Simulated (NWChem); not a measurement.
CH4OZn; SMILES C[O][ZnH]

```xyz
7

Zn     0.2575    -0.7262     0.0016
H      0.0058    -2.2227    -0.0161
O      0.7069     0.9862     0.0235
C     -0.0764     2.1264     0.0041
H     -0.7940     2.1906     0.8498
H      0.5643     3.0265     0.0733
H     -0.6726     2.2401    -0.9265
```
Atoms are numbered in this order, from 1.

Results from NWChem. Pople sets run with spherical d functions. Structure relaxed at the PBE0/def2-SVP level. GIAO values for the isolated, static molecule; σ is the absolute isotropic shielding, δ = σ(reference) − σ with the isolated reference molecule computed at the same levels (13C: tetramethylsilane, 1H: tetramethylsilane, 17O: water).

For level PBE/pcSseg-1:

| Quantity | Value |
|---|---|
| σ Zn1 (ppm) | 1711.9 |
| δ H2 (ppm) | 3.63 |
| δ O3 (ppm) | 44.3 |
| δ C4 (ppm) | 59.9 |
| δ H5 (rotor mean) (ppm) | 4.26 |

Problem. Estimate the same quantities for level Hartree-Fock/6-31G*.

Solution. 
- σ Zn1 (ppm) = 2031.4
- δ H2 (ppm) = 3.92
- δ O3 (ppm) = -25.8
- δ C4 (ppm) = 50.7
- δ H5 (rotor mean) (ppm) = 3.66
